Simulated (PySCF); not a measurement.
## C₆ coefficients of unlike pairs at PBE

Calculated with PySCF 2.14 from the dipole response of each species, C₆(A,B) = (3/π) ∫ α_A(iu) α_B(iu) du, in atomic units, from isotropic polarisabilities. For ions this is the dispersion term alone; charge-induced terms of lower order in 1/R come first.

```json
{"species": "K", "configuration": "[Ar] 4s1 (2S)", "basis": "aug-cc-pVDZ-X2C (6s5p3d)", "relativity": "spin-free X2C", "α (bohr³)": "320.5", "C₆ (like pair)": "4526"}
{"species": "Al⁺", "configuration": "[Ne] 3s2 (1S)", "basis": "aug-cc-pV(D+d)Z (5s4p3d)", "relativity": "none", "α (bohr³)": "24.17", "C₆ (like pair)": "121.8"}
{"species": "B⁺", "configuration": "[He] 2s2 (1S)", "basis": "aug-cc-pVTZ with one added diffuse shell each of s, p, d, f type (6s5p4d3f)", "relativity": "none", "α (bohr³)": "10.67", "C₆ (like pair)": "29.01"}
{"species": "Mo²⁺", "configuration": "[Kr] 4d4 (5D)", "basis": "aug-cc-pwCVDZ-PP with ECP28MDF (6s6p5d3f)", "relativity": "core potential", "α (bohr³)": "10.55", "C₆ (like pair)": "56.33"}
```

**Question.** Estimate C₆ for B⁺ with K.

**Answer.** The integral gives 263.0. The combination rule 2 C_A C_B / (C_A α_B/α_A + C_B α_A/α_B) gives 256.9 and the geometric mean 362.4.

No spin-orbit coupling is included.

The other pairs:

| pair | C₆ |
| --- | --- |
| Al⁺, K | 574.6 |
| B⁺, Al⁺ | 59.11 |
| Mo²⁺, B⁺ | 37.57 |
| Mo²⁺, K | 283.1 |
| Mo²⁺, Al⁺ | 73.89 |
